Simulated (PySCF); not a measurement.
CH3IMgS, SMILES C[S][Mg][I].

The structure is a stationary point at B3LYP-D3(BJ)/def2-SVP. The structure was generated by enumeration; whether it is a known compound was not checked. The def2 effective core potentials stand for the cores of I; spin–orbit coupling is left out. Other conformers were not sampled.

The numbers are results of C-PCM-ωB97X/def2-SVP run with PySCF, not measurements.

The values are the electrostatic part of the solvation free energy, E(continuum) − E(gas) at the gas-phase geometry, in a cavity of scaled van der Waals radii (PySCF's table); cavitation and dispersion terms are not included. A continuum can't describe solvent molecules that bind to the metal. In vacuum the orbital gap is 9.13 eV. The dipole moment in vacuum is 1.58 D.

```csv
solvent,ε,ΔG(elec) (kcal/mol),dipole (D),gap (eV)
water,78.36,___,___,___
ethanol,24.85,-15.1,2.05,9.73
benzene,2.27,-8.0,1.82,9.45
```

Q: Fill in the missing entries. (An estimate is asked for; the answer gives what the named calculation found.)

A: 
- water, ΔG(elec) (kcal/mol): -15.7
- water, dipole (D): 2.07
- water, gap (eV): 9.76
